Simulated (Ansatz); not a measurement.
System: sum formula AlOH, charge 0, multiplicity 1. 
Structure (B3LYP-D3(BJ)/def2-TZVP (Ansatz, an electronic-structure program) minimum search):
```xyz
3

Al     0.0000     0.0000    -0.7312
O      0.0000     0.0000     0.9503
H      0.0000     0.0000     1.9031
```
Charge 0, spin multiplicity 1.

Basis-set convergence of Hartree-Fock and MP2 correlation energies (hartree) with Ansatz. Correlated levels leave the core frozen unless marked. No spin-orbit coupling. Non-relativistic.

| basis | functions | E(HF) | E(corr, MP2) |
|---|---|---|---|
| def2-SVP | 37 | -317.26447 | -0.23565 |
| def2-TZVPP | 87 | -317.44802 | -0.30150 |
| def2-QZVPP | 157 | -317.45870 | -0.32634 |

Extrapolating the two largest sets (X = 3 and 4) as X^-3: E(corr) = (64·(-0.32634) - 27·(-0.30150))/37 = -0.3445 Eh, an estimate of the basis-set limit. The largest set recovers 94.7 % of it, the smallest 68.4 %.
